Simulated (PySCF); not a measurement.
Computed structure and properties of La(OH)3(NH3)

System: La(OH)3(NH3) (singlet); start: template (C1). Method: PySCF 2.14.0, RKS PBE0, La def2-SVP with ECP46, O def2-SVP, H def2-SVP, N def2-SVP; non-relativistic Hamiltonian with scalar-relativistic core potentials where named; density fitting; no spin-orbit coupling.

Input of the relaxation:

```python
mol = gto.M(atom='''
La     0.01842    -0.01721     0.01480
O      1.31912     1.28349     1.31550
H      1.83872     1.55559     2.08260
O     -1.28228    -1.31791     1.31550
H     -1.80188    -1.59001     2.08260
O      1.31912    -1.31791    -1.28590
H      1.83872    -2.08501    -1.55800
N     -1.49428     1.49549    -1.49790
H     -2.10738     2.10859    -0.96080
H     -0.95718     2.10859    -2.11100
H     -2.10738     0.95839    -2.11100''',
    basis={'La': 'def2-SVP', 'O': 'def2-SVP', 'H': 'def2-SVP', 'N': 'def2-SVP'},
    ecp={'La': 'def2-SVP'},
    charge=0, spin=0)
mf = dft.RKS(mol, xc='PBE0')
mf.grids.atom_grid = (50, 194)  # f atoms: unpruned, at least (60, 302)
mf = mf.density_fit()  # fitting sets: La def2-universal-JKFIT, O def2-universal-JKFIT, H def2-universal-JKFIT, N def2-universal-JKFIT
mf.conv_tol = 1e-08; mf.max_cycle = 55
mf.kernel(dm0)  # dm0: converged density of the start geometry
# quasi-Newton relaxation in Cartesian coordinates to a largest gradient under 0.00045 Eh/bohr, steps kept in the point group
```

Run from Python with OMP_NUM_THREADS=2; the lines above give its settings. Where DIIS fails, smearing, a level shift and second-order steps follow.
It took 93 s on 2 threads of Arm Neoverse V1, on a shared host, from the converged density of the start.

Course of the relaxation:

```tsv
step	energy above end (eV)	largest force component within the symmetry (eV/Å)
0	0.2874	1.440
1	0.1527	0.832
2	0.0956	0.779
3	0.0740	0.674
4	0.0546	0.143
5	0.0362	0.162
6	0.0291	0.253
7	0.0238	0.222
13	0.0010	0.130
14	0.0004	0.024
15	0.0003	0.025
16	0.0001	0.022
17	0.0000	0.024
18	0.0000	0.013
```
(The steps between are left out.)

Relaxed geometry (Cs):

```xyz
11

La    0.1770   -0.2177    0.2699
O     1.2873    1.3833    1.3031
H     1.8140    1.9984    1.8129
O    -1.4926   -1.1903    1.3350
H    -2.1236   -1.6848    1.8583
O     1.2161   -1.3517   -1.3108
H     1.7363   -1.8857   -1.9107
N    -1.3424    1.3645   -1.3457
H    -1.9507    1.9878   -0.8131
H    -0.7845    1.9606   -1.9584
H    -1.9532    0.8176   -1.9540
```

```tsv
contact	Å
La1–O2 (OH)	2.205
La1–O4 (OH)	2.206
La1–O6 (OH)	2.205
La1–N8 (NH3)	2.724
```

On the finer grid (75, 302):

```
HOMO                                                          : -6.82 eV
LUMO                                                          : -0.50 eV
Dipole about the centre of mass                               : 4.37 D
Set of Mulliken populations of La1 outside the core potential : s 2.15, p 6.25, d 1.41, f 0.20
D3(BJ) dispersion energy (not in the energies)                : -0.162 eV
```

```
atom  Mulliken (e)  Löwdin (e)  spin (e)
 La1          0.99        0.46      0.00
  O2         -0.54       -0.30      0.00
  H3          0.16        0.06      0.00
  O4         -0.54       -0.30      0.00
  H5          0.16        0.06      0.00
  O6         -0.54       -0.30      0.00
  H7          0.16        0.06      0.00
  N8         -0.31       -0.03      0.00
  H9          0.16        0.10      0.00
 H10          0.16        0.10      0.00
 H11          0.16        0.10      0.00
```

On the grid (50, 194), as all that follows. Harmonic modes: a minimum within the noise of the softest modes; lowest 41 cm⁻¹ (negative: unstable), highest 3991 cm⁻¹, zero-point energy 2.018 eV.

Taking off one OH (charge -1, singlet; the rest: singlet) in vacuum, both parts rigid, costs 9.91 eV; the small basis without counterpoise inflates it. Most of it is the attraction of opposite charges; other ways to part are cheaper, and one spin state was tried for the rest.

Rigid scan of OH along the line from its metal, all other atoms held (where the atom bridges, its other bond changes as well):

```tsv
distance to O2 (Å)	energy (eV)
1.91	1.172
2.01	0.450
2.11	0.098
2.21	0.000
2.31	0.074
2.41	0.260
2.61	0.809
2.91	1.763
3.31	2.931
3.81	4.062
```

Taking off one NH3 (charge 0, singlet; the rest: singlet) in vacuum, both parts rigid, costs 1.12 eV; the small basis without counterpoise inflates it.

Rigid scan of NH3 along the line from its metal, all other atoms held (where the atom bridges, its other bond changes as well):

```json
{"distance to N8 (Å)": "2.42", "energy (eV)": "0.254"}
{"distance to N8 (Å)": "2.52", "energy (eV)": "0.097"}
{"distance to N8 (Å)": "2.62", "energy (eV)": "0.020"}
{"distance to N8 (Å)": "2.72", "energy (eV)": "0.000"}
{"distance to N8 (Å)": "2.82", "energy (eV)": "0.016"}
{"distance to N8 (Å)": "2.92", "energy (eV)": "0.056"}
{"distance to N8 (Å)": "3.12", "energy (eV)": "0.171"}
{"distance to N8 (Å)": "3.42", "energy (eV)": "0.360"}
{"distance to N8 (Å)": "3.82", "energy (eV)": "0.573"}
{"distance to N8 (Å)": "4.32", "energy (eV)": "0.756"}
```

One start shape was tried, so this needn't be the lowest isomer.
